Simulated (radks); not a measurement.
Neutral hydrogen inside a hard spherical wall (all orbitals vanish at R), configuration held at 1s1 and not refilled when levels cross. All-electron calculation, non-relativistic Kohn-Sham, PBE, spin-unpolarised, spherical densities, point nucleus; without spin polarisation the odd electron is poorly described. Program: a radial shooting solver on a logarithmic mesh with Libxc functionals. Eigenvalues in eV, with the zero of energy where the potential of the charges vanishes at infinity; a dash marks a level that is unbound or too diffuse for the functional's potential to be trusted. A positive occupied level is held by the wall or, in an anion where self-interaction has pushed it up, behind a barrier. The pressure on the wall is -dE/dV.

R (bohr)	E (hartree)	kinetic (hartree)	e(1s)	e(2s, empty)	e(2p, empty)	pressure (GPa)
free	-0.45893	0.447	-6.493	-	-	0
20	-0.45893	0.447	-6.493	-	-	< 0.0001
15	-0.45893	0.447	-6.493	-	-	< 0.0001
10	-0.45892	0.447	-6.491	1.130	1.248	0.000276
8	-0.45880	0.448	-6.474	2.325	2.044	0.00641
7	-0.45843	0.451	-6.433	3.563	2.805	0.0314
4	-0.43387	0.552	-4.963	18.511	11.004	4.81
2.5	-0.26357	0.966	1.887	61.162	33.273	108
1.5	0.55443	2.331	28.843	197.61	103.79	2020
